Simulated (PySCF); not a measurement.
**Selenium: a sound run and one with changed settings**

Sound run: Se [Ar] 3d10 4s2 4p4, Se+ [Ar] 3d10 4s2 4p3. All numbers are calculated (PySCF 2.14, scalar relativity by spin-free X2C-1e, in Sapporo-DKH3-DZP-2012). In the sound run the correlated levels freeze [Ar] 3d10. The sound run starts from symmetry-adapted Hartree-Fock orbitals and uses a fine grid where one is needed.

Changed run: no relativity, point nucleus. This setting is unsound on purpose.

| species | method | sound run (hartree) | changed run (hartree) | converged |
| --- | --- | --- | --- | --- |
| Se | UHF | -2428.01033 | -2382.17666 | yes |
| Se | MN15 | -2431.36156 | -2385.65642 | yes |
| Se | B3LYP | -2429.80539 | -2384.00186 | yes |
| Se | MP2 | -2428.08560 | -2382.25221 | yes |
| Se | CCSD(T) | -2428.10257 | -2382.26985 | yes |
| Se+ | UHF | -2427.69846 | -2381.86213 | yes |
| Se+ | MN15 | -2431.01412 | -2385.30604 | yes |
| Se+ | B3LYP | -2429.44584 | -2383.64017 | yes |
| Se+ | MP2 | -2427.75699 | -2381.92166 | yes |
| Se+ | CCSD(T) | -2427.77246 | -2381.93799 | yes |

Ionisation energy of Se:

```csv
method,sound run (eV),changed run (eV)
UHF,8.486,8.559
MN15,9.454,9.534
B3LYP,9.784,9.842
MP2,8.942,8.995
SCS-MP2,8.959,9.010
CCSD,8.970,9.017
CCSD(T),8.983,9.030
```

Most of the change in total energy is the relativistic energy itself. On top of that the contraction fixes the core shape for the Hamiltonian it was made with, so the changed run is not a good calculation with the other Hamiltonian either.

For comparison, NIST gives 9.752 eV between the lowest levels.
